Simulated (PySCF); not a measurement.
Telling isomers of C₃H₅B apart by NMR

Non-relativistic, one computed conformer, fast rotation and ring inversion assumed for equivalent nuclei, gas phase. PBE0-D3(BJ)/def2-SVP geometry; PBE0/pcSseg-1 with gauge-including orbitals; J: B3LYP/pcJ-1; PySCF.

Referencing at the same level of theory: ¹H (31.27 ppm) and ¹³C (184.41 ppm) vs TMS. Multiplet labels drop J under 1 Hz and among equivalent protons, and merge close values. Unscaled 3J(H,H) run several per cent high. Couplings to H on boron are left out. Carbons bonded to boron are broad in practice. Shifts are as computed. Against solution values, carbons near 30 ppm lie about +2 ppm off and those near 130 ppm about +5 ppm. Of 1313 compounds with measured shifts, 239 miss one by over three times the rms of a fit or turn the order of signals round; such compounds aren't used in these exercises.

(1) Tabulate the signals of `BC#CC`, `BC1=CC1` and their relative energies.

(2) What is the quickest way to tell BC#CC from BC1=CC1?

## Answers

(1) 
```json
{"SMILES": "BC#CC", "carbon types": "2×C 1×CH3", "δC": "160.0, 100.4, 8.5", "δH": "6.67 (br, 2H), 2.42 (t, 3H)", "E rel. (kcal/mol)": "0.0"}
{"SMILES": "BC1=CC1", "carbon types": "1×C 1×CH 1×CH2", "δC": "137.8, 136.3, 21.3", "δH": "8.32 (t, 1H), 7.60 (br, 2H), 1.75 (s, 2H)", "E rel. (kcal/mol)": "23.5"}
```

Energies are electronic energies at PBE0/pcSseg-1 on these geometries, without zero-point or thermal terms, each for the one conformer computed, which needn't be the lowest.

(2) Both give the same number of carbon signals, but DEPT or the intensities differ. The first has a propargylic methyl carbon (CH3) at 8.5 ppm, the second an alkene CH at 137.8 ppm. Their most deshielded carbons lie at 160.0 and 137.8 ppm. In the proton spectra the most deshielded non-exchanging signals are 6.67 (br, 2H) and 8.32 (t, J = 2.0 Hz, 1H).
